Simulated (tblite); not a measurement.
C₅H₈FO₂S (doublet state).
SMILES with atom numbers: `[O:1]=[S:2]1(=[O:3])[CH:4][CH2:5][CH2:6][C@@H:7]1[CH2:8][F:9]` (hydrogens: H10 on C4; H11, H12 on C5; H13, H14 on C6; H15 on C7; H16, H17 on C8)

Structure optimised with GFN2-xTB, isolated species. This method treats the open shell by occupation alone, without spin polarisation.

(1) List the bond lengths, angles and torsions at this level.

Answers

(1) 
```json
{"bond": "O1=S2", "length (Å)": "1.438"}
{"bond": "S2=O3", "length (Å)": "1.439"}
{"bond": "S2–C4", "length (Å)": "1.759"}
{"bond": "C4–C5", "length (Å)": "1.465"}
{"bond": "C5–C6", "length (Å)": "1.536"}
{"bond": "C6–C7", "length (Å)": "1.517"}
{"bond": "C7–C8", "length (Å)": "1.511"}
{"bond": "C8–F9", "length (Å)": "1.376"}
{"bond": "S2–C7", "length (Å)": "1.837"}
{"bond": "C4–H10", "length (Å)": "1.070"}
{"bond": "C5–H11", "length (Å)": "1.101"}
{"bond": "C5–H12", "length (Å)": "1.095"}
{"bond": "C6–H13", "length (Å)": "1.092"}
{"bond": "C6–H14", "length (Å)": "1.090"}
{"bond": "C7–H15", "length (Å)": "1.090"}
{"bond": "C8–H16", "length (Å)": "1.094"}
{"bond": "C8–H17", "length (Å)": "1.094"}
```

A selection of angles:
```json
{"angle": "O1–S2–O3", "degrees": "117.1"}
{"angle": "O1–S2–C4", "degrees": "110.9"}
{"angle": "O1–S2–C7", "degrees": "112.0"}
{"angle": "O3–S2–C4", "degrees": "111.4"}
{"angle": "O3–S2–C7", "degrees": "108.7"}
{"angle": "C4–S2–C7", "degrees": "94.5"}
{"angle": "S2–C4–C5", "degrees": "110.3"}
{"angle": "C4–C5–C6", "degrees": "107.6"}
{"angle": "C5–C6–C7", "degrees": "107.5"}
{"angle": "C6–C7–C8", "degrees": "115.2"}
{"angle": "S2–C7–C6", "degrees": "100.7"}
{"angle": "S2–C7–C8", "degrees": "108.8"}
{"angle": "C7–C8–F9", "degrees": "110.7"}
```

Dihedral angles: O1–S2–C4–C5 124° (anticlinal); S2–C4–C5–C6 18° (synperiplanar); C4–C5–C6–C7 -42° (synclinal); C5–C6–C7–C8 162° (antiperiplanar); C6–C7–C8–F9 64° (synclinal); O1–S2–C7–C6 -145° (anticlinal).

The 5-membered ring S2–C4–C5–C6–C7 has internal angles of 94.5° to 110.3° (sum 521°, against 540° for a flat polygon); it is puckered, 0.20 Å rms from its mean plane, widest ring torsion 45°. C4 (carbon bonded to C, S and H) is almost planar (angles 125.7°, 122.7° and 110.3°, sum 358.6°, 0.09 Å off the plane of its three neighbours). Of the pairs four or more bonds apart, O3···H17 is among the closest relative to their van der Waals radii: 2.54 Å, 94 % of the sum of Bondi's values. The C–C distances run from 1.465 Å (C4–C5, drawn single) to 1.536 Å (C5–C6, drawn single), a spread of 0.071 Å. S2 (sulfur bonded to 2 C and 2 O) has angles from 94.5° to 117.1°. The 2 C–S bonds span 1.759 Å (S2–C4, drawn single in one of several resonance forms) to 1.837 Å (S2–C7, drawn single), a spread of 0.078 Å.

Point group: C1 (no symmetry element, even within 0.4 Å). Its GFN2-xTB frequencies are all real (lowest 58 cm⁻¹). 3 starts were optimised and ended at 0.00, 0.35 and 1.27 kcal/mol (GFN2-xTB); the lowest of these is shown.

Hardware: one thread of an Arm Neoverse V1, no GPU, on a shared host. Cost: 0.43 s wall. This is the geometry optimisation.

One conformer stands for the species.

The numbers are calculated, not measured.
